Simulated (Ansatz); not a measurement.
The cluster In5⁺, relaxed as a singlet with RKS PBE-D4/def2-SVP in Ansatz, starting from the GFN2-xTB geometry. Force threshold 0.02 eV/Å.

In the def2 sets In takes a core potential; there is no spin–orbit coupling. The restricted singlet is unstable towards broken spin symmetry in Hartree–Fock (as tested in another run); at PBE-D4/def2-SVP this wasn't settled. An occupied level lies above an empty one. Another isomer (triplet) lies 0.72 eV lower at PBE0-D4/def2-TZVP; other spin states weren't run for this one.

Start:

Cartesian coordinates in Å:
```
In -0.519 0.807 3.605
In -1.013 0.477 -3.562
In -0.845 0.699 0.028
In 1.070 -1.068 -1.733
In 1.307 -0.914 1.662
```

```json
{"step": "1", "energy (eV)": "-25866.6485", "largest force component (eV/Å)": "0.131", "SCF passes": "54"}
{"step": "2", "energy (eV)": "-25866.6762", "largest force component (eV/Å)": "0.129", "SCF passes": "36"}
{"step": "3", "energy (eV)": "-25866.7282", "largest force component (eV/Å)": "0.069", "SCF passes": "41"}
{"step": "4", "energy (eV)": "-25866.7294", "largest force component (eV/Å)": "0.040", "SCF passes": "27"}
{"step": "5 (rejected)", "energy (eV)": "-25866.7281", "largest force component (eV/Å)": "0.053", "SCF passes": "26"}
{"step": "6", "energy (eV)": "-25866.7307", "largest force component (eV/Å)": "0.003", "SCF passes": "26"}
```

Force components are those of the run's own axes.

End:

```xyz
5

In   -0.550    0.852    3.848
In   -1.077    0.500   -3.798
In   -0.716    0.593    0.022
In    1.042   -1.059   -1.903
In    1.301   -0.887    1.831
```

By distances, no bond broke or formed. The bond that changes most is In1–In5, from 3.17 to 3.24 Å (atoms count from 1).

No frequencies were taken in this run, so the end may be a saddle point.

It took 10 s on 4 threads of Arm Neoverse V2 on a shared host.
